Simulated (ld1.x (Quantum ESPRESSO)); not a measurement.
# Te: excitation energies, all-electron against TM

```json
{
 "Element": "tellurium (Te)",
 "Generator": "ld1.x (Quantum ESPRESSO) 7.5",
 "Type": "norm-conserving Troullier–Martins (Kleinman–Bylander form)",
 "Functional": "LDA (PZ)",
 "Relativity": "fully relativistic",
 "Frozen core": "[Kr] 4d10",
 "Valence charge": "6",
 "Reference configuration": "5s2 5p4",
 "Partial waves": "5s (bound): rc 1.70 bohr; 5p (bound): rc 2.30 bohr",
 "Local potential": "all-electron potential smoothed inside 1.40 bohr (lloc = -1)",
 "Core correction": "a·sin(br)/r model core inside 0.92 bohr"
}
```

Open shells are filled in proportion to 2j + 1 (rel_dist='average').

Energies are relative to the spin-unpolarised reference configuration 5s2 5p4; without spin polarisation the order of configurations can differ from experiment. Not all tests gave a result: 1 of 7 tests not solved or not reliable. Left out of the table: 5s2 5p1 (pseudo-atom not self-consistent, printed error +19.1 eV).

```
valence configuration  charge  ΔE all-electron (eV)  error AE − PS (meV)
              5s2 5p3      +1                 9.938                  +19
              5s2 5p2      +2                28.137                 +105
            5s2 5p4.3    -0.3                -1.523                 +1.0
              5s2 5p0      +4                92.342                 -203
            5s2 5p3.5    +0.5                 3.996                 +4.1
```

Q: What are ΔE and the potential's error for 5s1 5p4?

A: ΔE = 19.830 eV all-electron; the error (AE − PS) is +75 meV.

Levels in the configuration 5s2 5p4.3:

| level | all-electron (eV) | pseudo (eV) |
| --- | --- | --- |
| 5s j=1/2 | -13.078 | -13.090 |
| 5p j=1/2 | -4.555 | -4.562 |
| 5p j=3/2 | -3.774 | -3.780 |

Note: ghost states, extra bound levels that the all-electron valence spectrum of the same l lacks: s at -104.3 eV, d at -13.2 eV. A true bound ghost makes a file unfit for plane-wave use.
